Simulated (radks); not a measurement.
Fractional charge and spin in the 6s shell of tantalum: the spin-up occupation runs from 0 to 1 and the spin-down occupation from 0 to 1; the fullest corner is Ta, [Xe] 4f14 5d(up 1.5, down 1.5) 6s(up 1, down 1). Calculated with a radial shooting solver on a logarithmic mesh with Libxc functionals: scalar-relativistic Kohn-Sham, r2SCAN, spin-polarised, spherical densities, finite nucleus; meta-GGA in the generalised Kohn-Sham scheme; Fermi nuclear charge, rms radius of each element as measured or else 0.836 A^(1/3) + 0.57 fm. Energy (eV) above the fullest corner. The planes named below are the two flat planes that join the four corners, with an edge along up + down = one added electron.

\begin{tabular}{lrrr}
down \ up & 0 & 0.5 & 1 \\ \hline
0 & 23.123 & 14.915 & 8.121 \\
0.5 & 14.915 & 8.513 & 3.430 \\
1 & 8.121 & 3.430 & 0.000 \\
\end{tabular}

Corners above the fullest one (they belong to Ta+ and the next ion): (up 1, down 0) 8.121 eV, (up 0, down 1) 8.121 eV, (up 0, down 0) 23.123 eV. With half an added electron in each spin the energy lies 0.392 eV from the planes, and with half an added electron in spin up alone -0.707 eV. The planes are only a guide here: the flat-plane condition holds for ground states with one frontier orbital, while this shell lies below other occupied shells, so the corners above the fullest one are inner-hole states and not the ground states of those ions.
